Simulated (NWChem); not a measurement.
CH3O2 cation; SMILES [OH2+]C=O

```xyz
6

O     -0.2910     1.2129    -0.0011
C      0.4593     0.3471    -0.0034
O     -0.1514    -1.1087    -0.0258
H      1.5530     0.2073    -0.0154
H      0.3529    -1.9229     0.1766
H     -1.1226    -1.2009     0.0741
```
Atoms are numbered in this order, from 1.

All runs: NWChem. Medium grid unless said otherwise, to which SCAN and Minnesota functionals are sensitive. All runs use the structure optimised with PBE0/def2-SVP.

Problem. What does the run give for MN15-L/def2-SVP? Quantities: highest occupied level (eV); orbital gap (eV).

Solution. 
```
Item                         Result
---------------------------  ------
highest occupied level (eV)  -15.68
orbital gap (eV)               7.74
```
